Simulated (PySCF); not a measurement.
Vertical excitations of a molecule C3H5NO2 from TDDFT-PBE/def2-SVPD (PySCF), as energy in eV (oscillator strength): 5.46 (0.009), 6.13 (0.017), 6.27 (0.006), 6.52 (0.031), 7.00 (0.049), 7.09 (0.008), 7.17 (0.007), 7.22 (0.042), 7.37 (0.008), 7.47 (0.027). Lowest triplet (TDA): 4.70 eV. Geometry optimised at ωB97X-D3(BJ)/def2-SVP. The values are those of a single conformer.

Task: Pick the molecule that these values belong to.
A. O=C/N=C/CO
B. C1=NCOCO1
C. CN=C1OCO1
D. CO[C@@H]1N=CO1

Result: B, C1=NCOCO1
